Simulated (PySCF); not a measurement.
Magnetic susceptibility: SMILES C=CN(C)NCC, C₅H₁₂N₂

Geometry:
| atom | x (Å) | y (Å) | z (Å) |
| --- | --- | --- | --- |
| C1 | -1.573 | 1.704 | 0.876 |
| C2 | -1.776 | 0.390 | 0.809 |
| N3 | -0.844 | -0.580 | 0.527 |
| C4 | -1.106 | -1.944 | 0.926 |
| N5 | 0.526 | -0.265 | 0.523 |
| C6 | 0.999 | 0.160 | -0.789 |
| C7 | 2.486 | 0.470 | -0.718 |
| H8 | -2.392 | 2.373 | 1.061 |
| H9 | -0.609 | 2.163 | 0.737 |
| H10 | -2.771 | -0.011 | 0.950 |
| H11 | -0.392 | -2.589 | 0.417 |
| H12 | -1.001 | -2.093 | 2.008 |
| H13 | -2.115 | -2.223 | 0.626 |
| H14 | 0.727 | 0.454 | 1.219 |
| H15 | 0.820 | -0.674 | -1.475 |
| H16 | 0.451 | 1.034 | -1.172 |
| H17 | 2.865 | 0.719 | -1.705 |
| H18 | 2.668 | 1.313 | -0.055 |
| H19 | 3.028 | -0.392 | -0.336 |

Method used: PySCF, GIAO OLYP/6-31++G** magnetisability, non-relativistic, IEF-PCM benzene. Geometry: GFN2-xTB.

(1) How diamagnetic is it, and how anisotropic?

(2) Split it along the inertial axes a, b, c into diamagnetic and paramagnetic parts about the centre of mass, with the quadrupole moment.

Results:

(1) Isotropic -1210 × 10⁻³⁰ J/T², or -72.8 × 10⁻⁶ cm³/mol; principal values -1292, -1196, -1140 × 10⁻³⁰ J/T², anisotropy 133 × 10⁻³⁰ J/T² (root of half the summed squared differences of the principal values). The susceptibility is in cgs units.

(2) 
| axis | χ (10⁻⁶ cm³/mol) | diamagnetic (10⁻⁶ cm³/mol) | paramagnetic (10⁻⁶ cm³/mol) | summed x² of all electrons (Å²) | quadrupole Θ (D Å) |
| --- | --- | --- | --- | --- | --- |
| a | -71.4 | -447.6 | 376.2 | 169.3 | +4.26 |
| b | -72.9 | -808.1 | 735.2 | 84.3 | -0.81 |
| c | -74.1 | -1075.7 | 1001.5 | 21.2 | -3.45 |

Anisotropies 2χaa − χbb − χcc = +4.2 and 2χbb − χaa − χcc = -0.3 × 10⁻⁶ cm³/mol. Θ is traceless in Buckingham's convention.
